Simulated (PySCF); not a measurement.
CH₅ClFNOSi. Atoms are numbered in the order given.

```xyz
11

C     -1.9727    -0.4132    -1.3336
O     -1.1779     0.5827    -0.7200
Si     0.2955     0.3223    -0.0557
N      1.4132    -0.2475    -1.2046
F      0.6845     1.7414     0.6091
Cl     0.2267    -1.0641     1.4691
H     -1.4120    -0.9548    -2.1155
H     -2.3318    -1.1477    -0.5919
H     -2.8442     0.0737    -1.7956
H      2.2223    -0.7888    -0.9196
H      1.5817     0.2720    -2.0608
```

Geometry optimised at B3LYP-D3(BJ)/def2-SVP. This is a generated structure with no PubChem entry under its InChIKey; it may be hypothetical. One conformer was computed; it need not be the lowest.

Calculation: PySCF 2.14.0 with TDDFT-ωB97X/def2-SVPD.

Vertical excitations. Gas-phase values at a fixed geometry.

Computed lowest excited states:
```csv
state,energy (eV),λ (nm),f,main pairs
S1,7.60,163,0.047,HOMO→LUMO 79 %
S2,8.52,145,0.012,HOMO−1→LUMO 71 %
S3,8.77,141,0.012,"HOMO→LUMO+4 27 %, HOMO→LUMO+2 23 %, HOMO→LUMO+8 20 %"
S4,9.01,138,0.045,HOMO−2→LUMO 58 %
S5,9.08,137,0.048,"HOMO−3→LUMO 45 %, HOMO−3→LUMO+2 16 %, HOMO→LUMO+4 13 %"
S6,9.28,134,0.032,"HOMO−4→LUMO 37 %, HOMO−2→LUMO+3 8 %"
S7,9.41,132,0.042,"HOMO−1→LUMO+1 61 %, HOMO−1→LUMO+3 11 %"
S8,9.61,129,0.005,"HOMO→LUMO+4 25 %, HOMO→LUMO+3 19 %, HOMO→LUMO+8 13 %, HOMO→LUMO+2 10 %"
S9,9.75,127,0.000,"HOMO→LUMO+3 19 %, HOMO→LUMO+2 15 %, HOMO−2→LUMO+1 9 %, HOMO→LUMO+5 7 %"
S10,9.90,125,0.049,"HOMO−1→LUMO+2 27 %, HOMO−1→LUMO+8 17 %"
T1,7.29,170,0,HOMO→LUMO 73 %
T2,8.25,150,0,"HOMO−1→LUMO 57 %, HOMO−1→LUMO+5 9 %"
T3,8.49,146,0,"HOMO→LUMO+2 19 %, HOMO−3→LUMO 16 %, HOMO→LUMO+8 12 %, HOMO→LUMO+4 11 %"
T4,8.61,144,0,"HOMO−2→LUMO 26 %, HOMO−3→LUMO 15 %, HOMO−3→LUMO+2 7 %, HOMO−4→LUMO+2 5 %"
```
Triplets are in the Tamm–Dancoff approximation, which puts them higher than full response would, so one can lie above its singlet here.
